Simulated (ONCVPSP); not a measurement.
**Br: excitation energies, all-electron against ONCV**

```
Element                 : bromine
Generator               : ONCVPSP 4.0.1
Type                    : optimised norm-conserving Vanderbilt (ONCV)
Functional              : LDA (Perdew-Zunger)
Relativity              : fully relativistic
Frozen core             : [Ne]
Valence charge          : 25
Reference configuration : 3s2 3p6 3d10 4s2 4p5
Partial waves           : 3s+4s: rc 0.95 bohr, ncon 4, nbas 7, qcut 11.1 1/bohr, 2 projectors; 3p+4p: rc 0.80 bohr, ncon 3, nbas 6, qcut 20.4 1/bohr, 2 projectors; 3d: rc 0.60 bohr, ncon 4, nbas 8, qcut 24.3 1/bohr, 2 projectors, debl 3.3 Ha
Local potential         : polynomial inside 0.45 bohr (lpopt 5, dvloc0 1 Ha)
Core correction         : polynomial model core, fcfact 0.45
```

Open shells are filled in proportion to 2j + 1.

Energies are relative to the spin-unpolarised reference configuration 3s2 3p6 3d10 4s2 4p5; without spin polarisation the order of configurations can differ from experiment.

```csv
valence configuration,charge,ΔE all-electron (eV),error AE − PS (meV)
3s2 3p6 3d10 4s2 4p4,+1,12.714,+2.0
3s2 3p6 3d10 4s2 4p3,+2,35.664,+5.2
3s2 3p6 3d10 4s2 4p2,+3,69.893,+9.9
3s2 3p5 3d10 4s2 4p5,+1,185.279,+44
```

Levels in the configuration 3s2 3p6 3d10 4s2 4p3:

```json
{"level": "3s j=1/2", "all-electron (eV)": "-261.235", "pseudo (eV)": "-261.230"}
{"level": "3p j=3/2", "all-electron (eV)": "-195.053", "pseudo (eV)": "-195.043"}
{"level": "3p j=1/2", "all-electron (eV)": "-201.904", "pseudo (eV)": "-201.892"}
{"level": "3d j=5/2", "all-electron (eV)": "-90.607", "pseudo (eV)": "-90.614"}
{"level": "3d j=3/2", "all-electron (eV)": "-91.697", "pseudo (eV)": "-91.685"}
{"level": "4s j=1/2", "all-electron (eV)": "-42.059", "pseudo (eV)": "-42.056"}
{"level": "4p j=3/2", "all-electron (eV)": "-28.212", "pseudo (eV)": "-28.209"}
{"level": "4p j=1/2", "all-electron (eV)": "-28.877", "pseudo (eV)": "-28.872"}
```
